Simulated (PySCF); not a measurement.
# One molecule, several mistakes: AlB2H5N

All numbers below are calculated, not measured. The program is PySCF 2.14.0, an open-source quantum chemistry code, run on an isolated molecule that a program drew, which may never have been made. The molecule is AlB2H5N (charge 0, doublet), drawn as the SMILES string `NB[B][AlH2]`.

Each row is a Hartree-Fock (HF) and frozen-core CCSD(T) single point in the cc-pV(D+d)Z basis, meant for a local HF minimum. Run 1 is clean. Each other run has one planted mistake out of seven kinds, and not every kind appears here: one electron removed, one electron added, multiplicity raised by two, geometry at a saddle point, minimal basis STO-3G, one bond length entered in bohr, all coordinates scaled. The reference is restricted for singlets and unrestricted otherwise, and also for a bond in bohr. Adding or removing an electron swaps singlet and doublet. Electrons count all cores. HOMO and LUMO are orbital energies over both spins, the gradient is its largest component, and the lowest frequency (negative if imaginary) is given only where the gradient is small. Bond lengths are over the 8 bonds as drawn. T1 is the CCSD diagnostic: over 0.02 (restricted) or 0.045 (unrestricted) a single reference is doubtful.

Geometry of the clean run:
```xyz
9
AlB2H5N, angstrom
N    -2.2962   -0.9121   -0.8574
B    -1.5718   -1.5678   -1.8555
B    -0.3477   -2.6885   -1.6118
Al    1.1798   -4.0862   -1.4161
H    -2.1535   -1.0492    0.1210
H    -3.0165   -0.2522   -1.0629
H    -1.8456   -1.3098   -3.0044
H     1.8689   -4.7076   -2.6996
H     1.6549   -4.5301    0.0297
```

```
run,electrons,basis functions,<S^2>,HOMO (eV),LUMO (eV),gradient (hartree/bohr),lowest frequency (cm^-1),mean bond (Å),longest bond (Å),T1,HF (hartree),CCSD(T) (hartree),mistake
1,35,90,0.759,-7.96,0.80,2.2e-05,113,1.4411,2.080,0.0179,-348.61279,-349.05262,no fault
2,34,90,0.000,-16.19,-6.05,4.1e-02,-,1.4411,2.080,0.0234,-348.35729,-348.78851,one electron removed
3,35,90,3.758,-7.89,-0.71,1.2e-02,-,1.4411,2.080,0.0369,-348.52016,-348.95479,multiplicity raised by two
4,36,90,0.000,-0.62,6.62,2.9e-02,-,1.4411,2.080,0.0185,-348.60001,-349.08015,one electron added
5,35,29,0.762,-5.25,6.98,4.2e-02,-,1.4411,2.080,0.0202,-344.32642,-344.51658,?
```

**Which mistake was planted in run 5, and what did it cost?**

It has 29 basis functions where the clean run has 90, with the same electrons and geometry. So the mistake is: minimal basis STO-3G. Subtracting run 1 and multiplying by 627.51 kcal/mol a hartree, the energy moved by 2689.7 kcal/mol in HF and 2846.4 kcal/mol in CCSD(T).

Cautions from the logs. Run 2: T1 is over the limit, so its CCSD(T) energy is less reliable.
